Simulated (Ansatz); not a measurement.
Sn(CF3)H3 (CH₃F₃Sn), relaxed as a singlet with RKS PBE-D4/def2-SVP in Ansatz, starting from the GFN2-xTB geometry. Force threshold 0.02 eV/Å.

In the def2 sets Sn takes a core potential; there is no spin–orbit coupling. Another isomer (singlet) lies 3.59 eV lower at PBE0-D4/def2-TZVP; other spin states weren't run for this one.

Start:

Cartesian coordinates in Å:
```
C -0.004 1.017 -0.439
F -0.166 1.006 -1.772
F 1.139 1.686 -0.210
F -0.989 1.789 0.049
Sn 0.004 -1.043 0.450
H 0.367 -0.870 2.060
H 1.163 -1.913 -0.359
H -1.514 -1.672 0.220
```

Problem. Estimate the energy that the relaxation releases and the steps that it takes.

Solution. 0.12 eV, in 7 steps; 8.5 s on 2 threads of Intel Xeon Platinum 8488C on a shared host. No frequencies were taken in this run, so the end may be a saddle point.

Problem. Does the start keep its bonding and symmetry?

Solution. By distances, no bond broke or formed. The bond that changes most is Sn5–H6, from 1.66 to 1.72 Å (atoms count from 1). Point group C3 at the start, C3v at the end, both within 0.05 Å.

Problem. Predict the relaxed structure.

Solution. 
Cartesian coordinates in Å:
```
C -0.0036 1.0262 -0.4428
F -0.2477 0.9922 -1.7772
F 1.1887 1.6495 -0.2660
F -0.9567 1.8095 0.1224
Sn 0.0035 -1.0129 0.4371
H 0.3200 -0.8484 2.1218
H 1.2438 -1.9119 -0.3496
H -1.5481 -1.7043 0.1545
```
Bond lengths: 3 × C–F 1.36 Å; 1 × C–Sn 2.22 Å; 3 × H–Sn 1.72 Å.
